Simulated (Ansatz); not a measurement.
Input for Ansatz (a first-principles code): R-BLYP/def2-TZVPPD on AlH3 (SMILES [AlH3]). Files ending in .json are basis or fitting sets from the Basis Set Exchange.

Ansatz 0.2 input:
```yaml
crystal:
  periodic: [false, false, false]
  atoms:
    - {symbol: Al, position_ang: [0.07526809, -0.21232265, 0.65208523]}
    - {symbol: H, position_ang: [-1.44492903, -0.37966063, 0.19925407]}
    - {symbol: H, position_ang: [0.73711429, 1.20981120, 0.36304700]}
    - {symbol: H, position_ang: [1.01513339, -1.50009040, 0.62713314]}
basis:
  gaussian:
    orbitals: def2-TZVPPD.json
hamiltonian:
  xc: {name: BLYP}
scf: {lower_state_search: off}
```

It printed:

```
WARN ansatz: RAYON_NUM_THREADS=1 ignored (pool sized by the plan → 1); use --threads N
Functional definition: BLYP
these checks for a lower state are left out or cut short: stability, starts, cluster_reference, orbital_swaps, neighbouring_geometries, increment
integrals: 0.02 GiB planned
478 factors; their error is unknown
mean field: 0.19 GiB planned
mean field evaluation 1: about -6643.4585 eV, gradient 1.9e1 eV
mean field evaluation 2: about -6644.2492 eV, gradient 1.2e1 eV
mean field evaluation 4: about -6644.8623 eV, gradient 1.3e-1 eV
mean field evaluation 8: about -6644.8567 eV, gradient 1.8e-1 eV
mean field evaluation 16: about -6644.8567 eV, gradient 3.6e-6 eV
mean field -6644.85670790 eV, -244.1939799698 hartree, gradient 3.6e-6 eV, S^2 0.000000; 0 other end points of the search recorded, 0 dependent functions left out
reference -6644.85702171 eV, -244.1939915021 hartree; 8, 8 occupied and 91, 91 virtual orbitals, 478 factors
Total energy: -6644.85702171 eV, -244.1939915021 hartree
Checks for a lower state left out: stability, starts, cluster_reference, orbital_swaps, neighbouring_geometries, increment
```

The calculation finished and met its thresholds.

Cost: about 0.3 core-seconds (a rough figure).
